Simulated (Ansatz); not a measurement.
The cluster HgF3⁻. Charge -1, multiplicity 1. Geometry r2SCAN-D4/def2-TZVPD.

Cartesian coordinates in Å:
```
Hg 0.002 0.000 0.003
F -1.471 0.826 1.263
F 1.908 -0.475 0.763
F -0.440 -0.350 -2.028
```

In the def2 sets Hg takes a core potential; there is no spin–orbit coupling. The structure comes from a short search, and lower isomers may exist.

Q: Estimate the orbital energies around the gap (eV) in Ansatz with PBE-D4/def2-SVPD, PBE-D4/def2-TZVPD, r2SCANh-D4/def2-TZVPD, PBE0-D4/def2-SVPD, PBE0-D4/def2-TZVPD.

A: 
```csv
orbital,PBE-D4/def2-SVPD,PBE-D4/def2-TZVPD,r2SCANh-D4/def2-TZVPD,PBE0-D4/def2-SVPD,PBE0-D4/def2-TZVPD
HOMO−13,-6.85,-6.77,-7.96,-8.93,-8.84
HOMO−12,-6.85,-6.77,-7.96,-8.93,-8.84
HOMO−11,-6.78,-6.71,-7.90,-8.79,-8.71
HOMO−10,-6.45,-6.37,-7.62,-8.54,-8.45
HOMO−9,-6.45,-6.37,-7.61,-8.53,-8.44
HOMO−8,-4.88,-4.81,-5.70,-6.50,-6.41
HOMO−7,-3.57,-3.52,-4.52,-5.37,-5.31
HOMO−6,-3.56,-3.52,-4.52,-5.37,-5.31
HOMO−5,-3.25,-3.21,-4.29,-5.18,-5.11
HOMO−4,-2.99,-2.94,-4.06,-4.95,-4.88
HOMO−3,-2.79,-2.74,-3.83,-4.70,-4.63
HOMO−2,-2.78,-2.73,-3.82,-4.69,-4.62
HOMO−1,-2.24,-2.18,-3.14,-3.96,-3.88
HOMO,-2.24,-2.18,-3.13,-3.95,-3.87
LUMO,1.16,1.20,1.71,2.05,2.10
LUMO+1,4.06,3.37,3.88,4.75,3.85
LUMO+2,5.44,4.06,4.71,6.17,4.54
LUMO+3,5.44,4.07,4.71,6.18,4.54
LUMO+4,5.98,5.10,5.86,6.74,5.71
LUMO+5,7.49,5.71,6.19,8.26,6.25
```
